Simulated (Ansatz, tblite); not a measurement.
Removing an electron: GaCl2(SiH3) (GaSiH₃Cl₂). Charge 0, multiplicity 1. Geometry: PBE-D4/def2-SVP. Ansatz, gas phase; energy differences of separate SCF runs; the oxidised species was run as a doublet alone.

```xyz
7

Ga   -1.186    0.363    0.077
Cl   -2.303    0.389    1.934
Cl   -2.338    1.049   -1.626
Si    1.103   -0.349   -0.075
H     1.362   -0.911   -1.443
H     1.375   -1.385    0.978
H     1.987    0.846    0.154
```

The xTB rows come from tblite.

```csv
level,−HOMO (eV),vertical IE (eV),−LUMO (eV),HOMO–LUMO gap (eV)
GFN1-xTB,11.58,13.74,7.33,4.25
GFN2-xTB,10.90,13.37,7.15,3.75
PBE-D4/def2-TZVP,7.28,9.96,2.84,4.44
```

(1) Estimate the rows for r2SCAN-D4/def2-TZVP, PBE0-D4/def2-TZVP.

Answers

(1) 
| level | −HOMO (eV) | vertical IE (eV) | −LUMO (eV) | HOMO–LUMO gap (eV) |
| --- | --- | --- | --- | --- |
| r2SCAN-D4/def2-TZVP | 7.59 | 10.18 | 2.71 | 4.88 |
| PBE0-D4/def2-TZVP | 8.46 | 10.33 | 2.11 | 6.35 |

  Raw xTB energy differences between charge states are shifted by several eV; the methods need an empirical correction for them.
